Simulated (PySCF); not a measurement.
## `C#CB(F)F`, C2HBF2

Molfile (atoms numbered from 1):
```
C2HBF2
     RDKit          3D

  6  5  0  0  0  0  0  0  0  0999 V2000
    1.6064   -0.0687    0.0864 C   0  0  0  0  0  0  0  0  0  0  0  0
    0.3925   -0.0448    0.0427 C   0  0  0  0  0  0  0  0  0  0  0  0
   -1.1317   -0.0028   -0.0208 B   0  0  0  0  0  0  0  0  0  0  0  0
   -1.7535    1.0139   -0.5774 F   0  0  0  0  0  0  0  0  0  0  0  0
   -1.8678   -0.9748    0.4745 F   0  0  0  0  0  0  0  0  0  0  0  0
    2.6815   -0.0879    0.1239 H   0  0  0  0  0  0  0  0  0  0  0  0
  1  2  3  0
  2  3  1  0
  3  4  1  0
  3  5  1  0
  1  6  1  0
M  END
```

The calculation used quadratic response CAM-B3LYP/def2-SVPD first hyperpolarisability, Taylor convention, gas phase in PySCF. Geometry: PBE0-D3(BJ)/def2-SVP.

Q: Give the tensor of the static β(0;0,0) in the axes of these coordinates.

A: In au, Taylor convention; rows are the first index (the induced dipole):
|  | xx | yy | zz | xy | xz | yz |
| --- | --- | --- | --- | --- | --- | --- |
| x | +39.0 | -25.1 | -12.4 | -2.9 | +3.0 | +9.2 |
| y | -2.9 | +2.4 | +1.2 | -25.1 | +9.2 | -1.7 |
| z | +3.0 | -1.7 | -1.8 | +9.2 | -12.4 | +1.2 |

Norm of βᵢ = ⅓ Σⱼ (βᵢⱼⱼ + βⱼᵢⱼ + βⱼⱼᵢ): 1.8 au, hyper-Rayleigh value 20.6 au.
